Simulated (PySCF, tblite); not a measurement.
Parent: `[CH:1]#[C:2][c:3]1[cH:4][n:5][n:6]([CH2:7][CH3:8])[n:9]1` with N5–N6–C7–C8 89°, C6H7N3.

The geometries are computed with GFN2-xTB (gas phase). One conformer each, not checked by frequencies here.

| coordinate of the parent | value |
| --- | --- |
| C1≡C2 | 1.200 Å |
| C2–C3 | 1.405 Å |
| C3–C4 | 1.409 Å |
| C4–N5 | 1.321 Å |
| N5–N6 | 1.312 Å |
| N6–C7 | 1.434 Å |
| C7–C8 | 1.526 Å |
| N6–N9 | 1.307 Å |
| C3–N9 | 1.334 Å |
| C1–C2–C3 | 178.6° |
| C2–C3–C4 | 128.4° |
| C2–C3–N9 | 124.3° |
| C4–C3–N9 | 107.3° |
| C3–C4–N5 | 107.9° |
| C4–N5–N6 | 104.9° |
| N5–N6–C7 | 122.4° |
| N5–N6–N9 | 115.2° |
| C7–N6–N9 | 122.4° |
| N6–C7–C8 | 110.8° |
| C3–N9–N6 | 104.7° |

Q: How does the shared frame change in `[CH:1]#[C:2][c:3]1[n:4][n:5]([CH2:6][CH3:7])[n:8][c:9]1[CH2:10][CH3:11]` with N4–N5–C6–C7 86°, N8–C9–C10–C11 106°, C8H11N3? Atoms pair as C1 = C1, C2 = C2, C3 = C3, C4 = C9, N5 = N8, N6 = N5, C7 = C6, C8 = C7, N9 = N4 (parent first).

A: 
| parent | relative | value in the relative | change |
| --- | --- | --- | --- |
| C1≡C2 | C1≡C2 | 1.201 Å | +0.001 |
| C2–C3 | C2–C3 | 1.404 Å | -0.001 |
| C3–C4 | C3–C9 | 1.416 Å | +0.007 |
| C4–N5 | C9–N8 | 1.325 Å | +0.004 |
| N5–N6 | N8–N5 | 1.315 Å | +0.003 |
| N6–C7 | N5–C6 | 1.434 Å | 0.000 |
| C7–C8 | C6–C7 | 1.526 Å | 0.000 |
| N6–N9 | N5–N4 | 1.308 Å | +0.001 |
| C3–N9 | C3–N4 | 1.333 Å | -0.001 |
| C1–C2–C3 | C1–C2–C3 | 177.3° | -1.3 |
| C2–C3–C4 | C2–C3–C9 | 127.7° | -0.7 |
| C2–C3–N9 | C2–C3–N4 | 124.6° | +0.3 |
| C4–C3–N9 | C9–C3–N4 | 107.7° | +0.4 |
| C3–C4–N5 | C3–C9–N8 | 107.2° | -0.7 |
| C4–N5–N6 | C9–N8–N5 | 105.3° | +0.4 |
| N5–N6–C7 | N8–N5–C6 | 122.4° | 0.0 |
| N5–N6–N9 | N8–N5–N4 | 115.1° | -0.1 |
| C7–N6–N9 | C6–N5–N4 | 122.5° | +0.1 |
| N6–C7–C8 | N5–C6–C7 | 111.0° | +0.2 |
| C3–N9–N6 | C3–N4–N5 | 104.7° | 0.0 |

Of the parent's bonds, C3–C4 changes most (+0.007 Å). Bonds of the relative outside the shared frame: C9–C10 1.485, C10–C11 1.529 Å. Point group C1 → C1.

Q: How does the shared frame change in `[CH2:1]=[CH:2][c:3]1[cH:4][n:5][n:6]([CH2:7][CH3:8])[n:9]1` with C1–C2–C3–C4 1°, N5–N6–C7–C8 86°, C6H9N3? Atoms pair as C1 = C1, C2 = C2, C3 = C3, C4 = C4, N5 = N5, N6 = N6, C7 = C7, C8 = C8, N9 = N9 (parent first).

A: 
```json
{"parent": "C1≡C2", "relative": "C1=C2", "value in the relative": "1.327 Å", "change": "+0.127"}
{"parent": "C2–C3", "relative": "C2–C3", "value in the relative": "1.443 Å", "change": "+0.038"}
{"parent": "C3–C4", "relative": "C3–C4", "value in the relative": "1.409 Å", "change": "0.000"}
{"parent": "C4–N5", "relative": "C4–N5", "value in the relative": "1.322 Å", "change": "+0.001"}
{"parent": "N5–N6", "relative": "N5–N6", "value in the relative": "1.313 Å", "change": "+0.001"}
{"parent": "N6–C7", "relative": "N6–C7", "value in the relative": "1.434 Å", "change": "0.000"}
{"parent": "C7–C8", "relative": "C7–C8", "value in the relative": "1.526 Å", "change": "0.000"}
{"parent": "N6–N9", "relative": "N6–N9", "value in the relative": "1.307 Å", "change": "0.000"}
{"parent": "C3–N9", "relative": "C3–N9", "value in the relative": "1.336 Å", "change": "+0.002"}
{"parent": "C1–C2–C3", "relative": "C1–C2–C3", "value in the relative": "124.5°", "change": "-54.1"}
{"parent": "C2–C3–C4", "relative": "C2–C3–C4", "value in the relative": "131.0°", "change": "+2.6"}
{"parent": "C2–C3–N9", "relative": "C2–C3–N9", "value in the relative": "122.2°", "change": "-2.1"}
{"parent": "C4–C3–N9", "relative": "C4–C3–N9", "value in the relative": "106.8°", "change": "-0.5"}
{"parent": "C3–C4–N5", "relative": "C3–C4–N5", "value in the relative": "108.3°", "change": "+0.4"}
{"parent": "C4–N5–N6", "relative": "C4–N5–N6", "value in the relative": "104.8°", "change": "-0.1"}
{"parent": "N5–N6–C7", "relative": "N5–N6–C7", "value in the relative": "122.4°", "change": "0.0"}
{"parent": "N5–N6–N9", "relative": "N5–N6–N9", "value in the relative": "115.0°", "change": "-0.2"}
{"parent": "C7–N6–N9", "relative": "C7–N6–N9", "value in the relative": "122.6°", "change": "+0.2"}
{"parent": "N6–C7–C8", "relative": "N6–C7–C8", "value in the relative": "110.8°", "change": "0.0"}
{"parent": "C3–N9–N6", "relative": "C3–N9–N6", "value in the relative": "105.2°", "change": "+0.5"}
```

Of the parent's bonds, C1–C2 changes most (+0.127 Å). Point group C1 → C1.

Q: How does the shared frame change in `[CH3:1][CH2:2][n:3]1[n:4][cH:5][c:6]([C:7]#[N:8])[n:9]1` with C1–C2–N3–N4 -88°, C5H6N4? Atoms pair as C2 = C7, C3 = C6, C4 = C5, N5 = N4, N6 = N3, C7 = C2, C8 = C1, N9 = N9 (parent first).

A: 
```
  parent  relative  value in the relative  change
   C2–C3     C7–C6                1.404 Å  -0.001
   C3–C4     C6–C5                1.410 Å  +0.001
   C4–N5     C5–N4                1.320 Å  -0.001
   N5–N6     N4–N3                1.312 Å   0.000
   N6–C7     N3–C2                1.435 Å  +0.001
   C7–C8     C2–C1                1.526 Å   0.000
   N6–N9     N3–N9                1.301 Å  -0.006
   C3–N9     C6–N9                1.336 Å  +0.002
C2–C3–C4  C7–C6–C5                 128.2°    -0.2
C2–C3–N9  C7–C6–N9                 124.4°    +0.1
C4–C3–N9  C5–C6–N9                 107.4°    +0.1
C3–C4–N5  C6–C5–N4                 107.6°    -0.3
C4–N5–N6  C5–N4–N3                 105.1°    +0.2
N5–N6–C7  N4–N3–C2                 122.3°    -0.1
N5–N6–N9  N4–N3–N9                 115.3°    +0.1
C7–N6–N9  C2–N3–N9                 122.4°     0.0
N6–C7–C8  N3–C2–C1                 110.6°    -0.2
C3–N9–N6  C6–N9–N3                 104.7°     0.0
```

Of the parent's bonds, N6–N9 changes most (-0.006 Å). Bonds of the relative outside the shared frame: C7≡N8 1.146 Å. Point group C1 → C1.

Q: How does the shared frame change in `[CH3:1][CH2:2][n:3]1[n:4][cH:5][c:6]([CH:7]([CH3:8])[CH3:9])[n:10]1` with C1–C2–N3–N4 89°, C5–C6–C7–C8 62°, C7H13N3? Atoms pair as C1 = C9, C2 = C7, C3 = C6, C4 = C5, N5 = N4, N6 = N3, C7 = C2, C8 = C1, N9 = N10 (parent first).

A: 
| parent | relative | value in the relative | change |
| --- | --- | --- | --- |
| C1≡C2 | C9–C7 | 1.530 Å | +0.330 |
| C2–C3 | C7–C6 | 1.492 Å | +0.087 |
| C3–C4 | C6–C5 | 1.403 Å | -0.006 |
| C4–N5 | C5–N4 | 1.324 Å | +0.003 |
| N5–N6 | N4–N3 | 1.310 Å | -0.002 |
| N6–C7 | N3–C2 | 1.434 Å | 0.000 |
| C7–C8 | C2–C1 | 1.526 Å | 0.000 |
| N6–N9 | N3–N10 | 1.312 Å | +0.005 |
| C3–N9 | C6–N10 | 1.329 Å | -0.005 |
| C1–C2–C3 | C9–C7–C6 | 110.3° | -68.3 |
| C2–C3–C4 | C7–C6–C5 | 129.8° | +1.4 |
| C2–C3–N9 | C7–C6–N10 | 123.1° | -1.2 |
| C4–C3–N9 | C5–C6–N10 | 107.1° | -0.2 |
| C3–C4–N5 | C6–C5–N4 | 108.3° | +0.4 |
| C4–N5–N6 | C5–N4–N3 | 104.7° | -0.2 |
| N5–N6–C7 | N4–N3–C2 | 122.6° | +0.2 |
| N5–N6–N9 | N4–N3–N10 | 114.8° | -0.4 |
| C7–N6–N9 | C2–N3–N10 | 122.6° | +0.2 |
| N6–C7–C8 | N3–C2–C1 | 111.0° | +0.2 |
| C3–N9–N6 | C6–N10–N3 | 105.1° | +0.4 |

Of the parent's bonds, C1–C2 changes most (+0.330 Å). Bonds of the relative outside the shared frame: C7–C8 1.530 Å. Point group C1 → C1.

Q: How does the shared frame change in `[CH:1]#[C:2][c:3]1[n:4][n:5]([CH2:6][CH3:7])[n:8][c:9]1[F:10]` with N4–N5–C6–C7 89°, C6H6FN3? Atoms pair as C1 = C1, C2 = C2, C3 = C3, C4 = C9, N5 = N8, N6 = N5, C7 = C6, C8 = C7, N9 = N4 (parent first).

A: 
| parent | relative | value in the relative | change |
| --- | --- | --- | --- |
| C1≡C2 | C1≡C2 | 1.200 Å | 0.000 |
| C2–C3 | C2–C3 | 1.404 Å | -0.001 |
| C3–C4 | C3–C9 | 1.411 Å | +0.002 |
| C4–N5 | C9–N8 | 1.320 Å | -0.001 |
| N5–N6 | N8–N5 | 1.314 Å | +0.002 |
| N6–C7 | N5–C6 | 1.435 Å | +0.001 |
| C7–C8 | C6–C7 | 1.526 Å | 0.000 |
| N6–N9 | N5–N4 | 1.305 Å | -0.002 |
| C3–N9 | C3–N4 | 1.334 Å | 0.000 |
| C1–C2–C3 | C1–C2–C3 | 177.9° | -0.7 |
| C2–C3–C4 | C2–C3–C9 | 128.7° | +0.3 |
| C2–C3–N9 | C2–C3–N4 | 125.2° | +0.9 |
| C4–C3–N9 | C9–C3–N4 | 106.0° | -1.3 |
| C3–C4–N5 | C3–C9–N8 | 109.2° | +1.3 |
| C4–N5–N6 | C9–N8–N5 | 104.0° | -0.9 |
| N5–N6–C7 | N8–N5–C6 | 122.2° | -0.2 |
| N5–N6–N9 | N8–N5–N4 | 115.3° | +0.1 |
| C7–N6–N9 | C6–N5–N4 | 122.4° | 0.0 |
| N6–C7–C8 | N5–C6–C7 | 110.7° | -0.1 |
| C3–N9–N6 | C3–N4–N5 | 105.5° | +0.8 |

No shared bond changes by more than 0.004 Å. Bonds of the relative outside the shared frame: C9–F10 1.323 Å. Point group C1 → C1.
